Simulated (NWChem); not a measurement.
# Correlation energy of bromine (Br₂)

```
Br
Br 1 2.2983
```
Charge 0, spin multiplicity 1.

The numbers come from NWChem runs, not from measurements. All single points use one geometry, from PBE0/def2-SVP, a minimum by its harmonic frequencies.

Basis set: def2-SVP. Each correlation energy counts from its own Hartree-Fock reference.

```
method        correlation energy (mHa)  difference from CCSD(T)
------------  ------------------------  -----------------------
MP2                             -459.4                    +16.1
SCS-MP2                         -424.4                    +51.0
CCSD                            -465.2                    +10.2
CCSD+T(CCSD)                    -475.8                     -0.4
CCSD(T)                         -475.4                      0.0
CR-CCSD[T]                      -473.7                     +1.7
CR-CCSD(T)                      -473.3                     +2.1
```

The values span 51.4 mHa, from CCSD+T(CCSD) (lowest) to SCS-MP2 (highest). 

The Hamiltonian is non-relativistic. The correlated methods keep 18 core orbitals frozen. No row is a measurement; the coupled-cluster row has its own basis-set and correlation limits.
